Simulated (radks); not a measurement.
The numbers below are computed, except where a source is named.
Effect of the nuclear size on neutral xenon, [Xe]. Code: a radial shooting solver on a logarithmic mesh with Libxc functionals. Model: Dirac Kohn-Sham, relativistic LDA (MacDonald-Vosko exchange, VWN5 correlation), spin-unpolarised, spherical densities, finite nucleus; Fermi nuclear charge, rms radius 4.7859 fm. The rms radius is varied about that value; shifts are against it.

| rms radius (fm) | total energy shift (eV) | density at nucleus (e/bohr^3) | 1s1/2 shift (meV) | 2s1/2 shift (meV) | 4p1/2 shift (meV) | 5s1/2 shift (meV) | 5p1/2 shift (meV) | 5p3/2 shift (meV) |
|---|---|---|---|---|---|---|---|---|
| 3.9914 | -2.02 | 2.772e+05 | -838 | -99.2 | 0.292 | -0.577 | 0.047 | 0.053 |
| 4.3695 | -1.09 | 2.728e+05 | -455 | -53.8 | 0.158 | -0.313 | 0.025 | 0.029 |
| 4.7859 | 0 | 2.684e+05 | 0.000 | 0.000 | 0.000 | 0.000 | 0.000 | 0.000 |
| 5.1161 | 0.926 | 2.652e+05 | 385 | 45.5 | -0.134 | 0.265 | -0.022 | -0.024 |
| 5.6186 | 2.43 | 2.608e+05 | 1010 | 120 | -0.352 | 0.695 | -0.057 | -0.064 |

Slopes of the eigenvalues against <r^2> in GHz/fm^2, as finite differences over the two radii next to the reference (eigenvalue slopes, not the field-shift constants of lines): 1s1/2 28600, 2s1/2 3390, 4p1/2 -9.98, 5s1/2 19.7, 5p1/2 -1.61, 5p3/2 -1.81.
